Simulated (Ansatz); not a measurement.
Mulliken charges of `[NH2][Zr]([NH2])([F])[F]` from B3LYP/def2-TZVPP in Ansatz (PBE0-D4/def2-TZVP geometry).

```json
{"atom": "N1", "x (Å)": "-1.407", "y (Å)": "0.845", "z (Å)": "-0.416", "charge (e)": "-0.579"}
{"atom": "Zr2", "x (Å)": "0.458", "y (Å)": "0.058", "z (Å)": "-0.549", "charge (e)": "1.427"}
{"atom": "N3", "x (Å)": "0.776", "y (Å)": "-0.932", "z (Å)": "1.187", "charge (e)": "-0.572"}
{"atom": "F4", "x (Å)": "0.514", "y (Å)": "-1.143", "z (Å)": "-2.043", "charge (e)": "-0.416"}
{"atom": "F5", "x (Å)": "1.718", "y (Å)": "1.487", "z (Å)": "-0.763", "charge (e)": "-0.416"}
{"atom": "H6", "x (Å)": "-2.037", "y (Å)": "0.756", "z (Å)": "0.368", "charge (e)": "0.142"}
{"atom": "H7", "x (Å)": "-1.858", "y (Å)": "1.396", "z (Å)": "-1.135", "charge (e)": "0.131"}
{"atom": "H8", "x (Å)": "0.603", "y (Å)": "-1.916", "z (Å)": "1.344", "charge (e)": "0.141"}
{"atom": "H9", "x (Å)": "1.233", "y (Å)": "-0.551", "z (Å)": "2.006", "charge (e)": "0.141"}
```

Problem. By hand: the dipole of these point charges (1 e Å = 4.8032 D).

Solution. Σ q r = (-0.178, -0.074, 0.322) e Å, of length 0.375 e Å = 1.80 D.

Problem. How does the dipole of the full density compare? (Estimate.)

Solution. Computed: (-0.294, -0.097, 0.475) e Å, 2.72 D; the point charges give 0.66 times that, at 3° from its direction.

Point charges leave out the atoms' own dipoles, such as those of lone pairs, and Mulliken's split depends on the basis, so the two needn't agree.

B3LYP here is the variant with VWN-RPA as its local correlation; programs differ in this.
